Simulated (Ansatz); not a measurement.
C$_{2}$H$_{4}$AlN, SMILES `N=[C]1[CH2][AlH]1`, 8 atoms. The species carries charge 0 and has multiplicity 1. All runs use 2 threads of an Arm Neoverse V1 on a shared host. Correlated methods freeze the cores. Open-shell runs search over several starts.

Question: How many basis functions does each run have, and how long does it take in Ansatz? UHF-MP2/def2-QZVPP energy of the cation; UKS B2PLYP (frozen core)/def2-TZVPP energy of the cation; RKS PBE0-D4/def2-TZVP frequencies; RHF-CCSD(T)/def2-TZVPP energy; UKS B3LYP-D4/def2-TZVPP energy of the cation; UKS ωB97X-V/def2-TZVPP energy of the cation; RKS PBE-D4/def2-TZVPP energy and forces; RKS ωB97M-V/def2-QZVPP energy; UKS r2SCAN-D4/def2-TZVPP energy of the cation; UKS PBE0-D4/def2-TZVPP energy of the cation; RHF-MP2/def2-QZVPP energy; UHF-MP2/def2-TZVPP energy of the cation. (Estimate.)

Answer: Ansatz gave: Other jobs shared the machine, so times are rough.

```tsv
level	job	functions	wall time	peak host memory (GiB)
RKS PBE-D4/def2-TZVPP	energy and forces	191	2.5 s	0.2
UKS B3LYP-D4/def2-TZVPP	energy of the cation	191	7.5 s	0.46
UKS PBE0-D4/def2-TZVPP	energy of the cation	191	8 s	0.46
UKS r2SCAN-D4/def2-TZVPP	energy of the cation	191	12 s	0.36
RHF-MP2/def2-QZVPP	energy	361	17 s	1.5
RKS ωB97M-V/def2-QZVPP	energy	361	19 s	1.1
UKS ωB97X-V/def2-TZVPP	energy of the cation	191	25 s	0.63
UHF-MP2/def2-TZVPP	energy of the cation	191	26 s	0.42
UKS B2PLYP (frozen core)/def2-TZVPP	energy of the cation	191	27 s	0.64
RHF-CCSD(T)/def2-TZVPP	energy	191	40 s	2
RKS PBE0-D4/def2-TZVP	frequencies	154	98 s	0.36
UHF-MP2/def2-QZVPP	energy of the cation	361	2.5 min	1.7
```

B3LYP here is the variant with VWN-RPA as its local correlation; programs differ in this.
